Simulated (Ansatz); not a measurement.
Relaxation of H4OPSb (7 atoms, charge 0, multiplicity 1), to a largest force component of 0.02 eV/Å in at most 50 steps.

These are results of RKS PBE/def2-SVP in Ansatz, not measurements.

```xyz
7
Properties=species:S:1:pos:R:3
P -0.713 -0.171 -1.299
O -0.552 -0.111 0.411
Sb 1.321 0.533 0.669
H -2.011 -0.708 -1.240
H -1.266 1.228 -1.379
H -0.855 -0.257 1.342
H 2.020 -1.078 0.381
```

Problem. Where does it end, and by what steps?

Solution. It converged. After 10 steps the energy has fallen by 1.096 eV; H6 moved furthest, 0.46 Å.

| step | energy less start (eV) | largest force component (eV/Å) | accepted |
| --- | --- | --- | --- |
| 0 | 0.0000 | 4.218 | yes |
| 1 | -0.7233 | 0.970 | yes |
| 2 | -0.9618 | 0.719 | yes |
| 3 | -0.9591 | 2.511 | no |
| 4 | -1.0575 | 0.367 | yes |
| 5 | -1.0867 | 0.165 | yes |
| 6 | -1.0780 | 0.665 | no |
| 7 | -1.0940 | 0.082 | yes |
| 8 | -1.0956 | 0.048 | yes |
| 9 | -1.0955 | 0.035 | no |
| 10 | -1.0958 | 0.019 | yes |

```xyz
7
Properties=species:S:1:pos:R:3
P -0.830 -0.192 -1.310
O -0.474 -0.456 0.397
Sb 1.546 0.608 0.595
H -2.241 -0.570 -1.120
H -1.172 1.213 -1.269
H -1.184 -0.208 1.026
H 2.300 -0.957 0.565
```

The run took 28 s on 1 thread of Arm Neoverse V1, with other jobs on the host, peak memory 0.14 GiB.
